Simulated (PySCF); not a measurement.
Species: C₃H₆BFO.
SMILES: `CO/C=C/BF`

Torsions of this conformer, `[CH3:1][O:2]/[CH:3]=[CH:4]/[BH:5][F:6]`: C1–O2–C3–C4 178°, C3–C4–B5–F6 0°.

The closed-shell ground state was solved at several levels (PySCF, density fitting, gas phase, non-relativistic). Isolated species at its GFN2-xTB geometry (one conformer only).

| level | basis functions | HOMO (eV) | LUMO (eV) | gap (eV) | dipole (D) |
| --- | --- | --- | --- | --- | --- |
| PBE0/pcSseg-1 | 132 | -7.14 | -1.13 | 6.01 | 3.19 |
| B3LYP/pcJ-1 | 222 | -6.90 | -1.34 | 5.56 | 3.18 |

(1) Estimate the row for B3LYP/def2-SVPD, a basis of 174 functions; the other rows only guide the guess.

(2) Over all these levels, which gives the widest orbital gap and which the narrowest?

(3) How far do the dipole and the HOMO energy spread over the levels?

Results:

(1) HOMO -7.00 eV, LUMO -1.48 eV, gap 5.52 eV, dipole 3.08 D.

(2) PBE0/pcSseg-1 (global hybrid, 25 % exact exchange) has the widest, 6.01 eV, and B3LYP/def2-SVPD (global hybrid, 20 % exact exchange) the narrowest, 5.52 eV. Functional and basis both differ between the two, so the spread mixes both effects.

(3) The dipole runs from 3.08 to 3.19 D (mean 3.15 D) and the HOMO from -7.14 to -6.90 eV.
